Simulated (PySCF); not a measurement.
# How the method changes the constants of CsO⁻

State: ³Σ⁺ (triplet), unpaired electrons σ ↑↑. Set-up: basis Cs def2-SVPD with ECP46, O def2-SVPD; scalar-relativistic core potentials; PySCF 2.14. De refers to Cs + O⁻ in their high-spin ground configurations, without counterpoise correction. The functionals are run spin-unrestricted. A positive dipole points towards O; it is taken about the centre of mass and depends on that origin.

```tsv
Level	Re (Å)	ωe (cm⁻¹)	De (eV)	μ (D)
UHF-MP2	2.604	271	1.70	n/a
UHF-SCS-MP2	2.613	270	n/a	n/a
UHF-CCSD	2.600	273	n/a	n/a
UHF-CCSD(T)	2.602	271	n/a	n/a
PBE	2.548	271	1.70	1.66
PBEsol	2.495	291	1.81	1.99
BLYP	2.590	258	1.51	0.92
r²SCAN	2.553	279	1.78	1.70
B3LYP	2.576	270	1.58	1.08
PBE0	2.540	283	1.76	2.03
HSE06	2.537	287	1.75	1.97
```

Question: What does a quarter of exact exchange do here, going from PBE to PBE0?

Answer: PBE0 less PBE: -0.8 pm in Re, +4.4 % in ωe, +0.06 eV in De. Exact exchange removes part of the self-interaction that spreads semilocal densities, and in most molecules shortens and stiffens the bond and lowers De; here De goes the other way.

Question: What does the step from GGA to meta-GGA do here, going from PBE to r²SCAN?

Answer: r²SCAN less PBE: +0.5 pm in Re, +3.0 % in ωe, +0.08 eV in De. 

Question: What does the three-parameter hybrid form, with a fifth of exact exchange, do here, going from BLYP to B3LYP?

Answer: B3LYP less BLYP: -1.4 pm in Re, +4.7 % in ωe, +0.07 eV in De. Exact exchange removes part of the self-interaction that spreads semilocal densities, and in most molecules shortens and stiffens the bond and lowers De; here De goes the other way.

Correlated steps freeze 1 core orbital. Correlated levels converge slowly with the basis: in double zeta they bind strong bonds too weakly, by up to about 1 eV, and carry superposition errors of some tenths. Spin–orbit coupling is left out, which matters for elements this heavy, above all for dissociation energies. For an ion De counts to the pair picked by the measured ionisation energies or electron affinities, which need not be the lowest pair at this level. Counting both spins, an empty level lies below a filled one in some of these solutions, because spin and occupation are held. The highest Kohn–Sham level is positive in this anion. Much of that is self-interaction error, but it also means that the finite basis helps to hold the extra electron. The state was picked by a PBE0 search and need not be the measured ground state.
